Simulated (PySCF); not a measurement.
Cartesian coordinates (Å):
```xyz
5

N      2.3655     0.6537    -0.9288
C      1.2822     0.3546    -0.7089
B     -0.1303    -0.0359    -0.4224
N     -1.2890    -0.3565    -0.1876
H     -2.2283    -0.6160     0.0033
```
Charge 0, multiplicity 1.

Question: Give the dipole moment, total energy and HOMO–LUMO gap at the level CAM-B3LYP-D3(BJ)/def2-TZVP in PySCF.

Answer: 
| Quantity | Value |
|---|---|
| dipole moment | 3.05 D |
| total energy | -173.0420 Ha |
| HOMO–LUMO gap | 10.38 eV |
